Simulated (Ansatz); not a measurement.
Geometry optimisation, Ansatz 0.2.0, RKS PBE-D4/STO-3G.

The input (input.yaml):

```yaml
crystal:
  periodic: [false, false, false]
  atoms:
    - { symbol: C, position_ang: [1.458, -0.318, 2.6891] }
    - { symbol: B, position_ang: [1.8969, -0.4877, 1.1812] }
    - { symbol: C, position_ang: [2.45065, -1.83775, 0.61979] }
    - { symbol: C, position_ang: [2.8242, -2.79275, 0.13504] }
    - { symbol: C, position_ang: [3.38958, -4.1099, -0.37472] }
    - { symbol: C, position_ang: [3.37869, -5.18826, 0.72098] }
    - { symbol: H, position_ang: [1.5577, -1.2184, 3.2454] }
    - { symbol: H, position_ang: [0.3799, 0.0454, 2.6875] }
    - { symbol: H, position_ang: [2.0245, 0.5366, 3.198] }
    - { symbol: H, position_ang: [1.8017, 0.47066, 0.49662] }
    - { symbol: H, position_ang: [4.40753, -3.94664, -0.71376] }
    - { symbol: H, position_ang: [2.71534, -4.41905, -1.19729] }
    - { symbol: H, position_ang: [2.36309, -5.41791, 1.10951] }
    - { symbol: H, position_ang: [3.78077, -6.14706, 0.32804] }
    - { symbol: H, position_ang: [4.05676, -4.86092, 1.57319] }
basis:
  gaussian: { orbitals: STO-3G }
hamiltonian:
  xc: pbe
  dispersion: d4
relax:
  f_tol: 0.015
  max_steps: 40
output:
  orbitals: {}
```

Launched with:

```bash
$ ansatz run input.yaml --threads 1 --pin off --max-ram 2048MiB --backend cpu --events-out ev --progress --plain --runs-dir out
```

Where does it end, and by what steps?

The forces met the threshold. Limits of this set-up: minimal basis. After 6 steps the energy has fallen by 0.883 eV; C3 moved furthest, 0.10 Å. The start is strongly strained (largest force component 13 eV/Å).

```csv
step,energy less start (eV),largest force component (eV/Å),accepted
0,0.0000,13.144,yes
1,-0.8431,1.007,yes
2,-0.8614,0.627,yes
3,-0.8769,0.424,yes
4,-0.8827,0.117,yes
5,-0.8832,0.022,yes
6,-0.8833,0.005,yes
```

```xyz
15
Properties=species:S:1:pos:R:3
C 1.441 -0.288 2.682
B 1.887 -0.454 1.177
C 2.416 -1.747 0.627
C 2.850 -2.810 0.177
C 3.373 -4.103 -0.346
C 3.399 -5.238 0.730
H 1.550 -1.196 3.298
H 0.382 0.040 2.724
H 2.022 0.530 3.157
H 1.801 0.480 0.452
H 4.402 -3.938 -0.742
H 2.746 -4.419 -1.211
H 2.379 -5.433 1.109
H 3.797 -6.168 0.284
H 4.042 -4.948 1.581
```

Whether the end is a true minimum wasn't checked by a vibrational analysis.

Time of the run: 19 s on 1 thread of Arm Neoverse V2, on a shared host, peak memory 0.11 GiB.
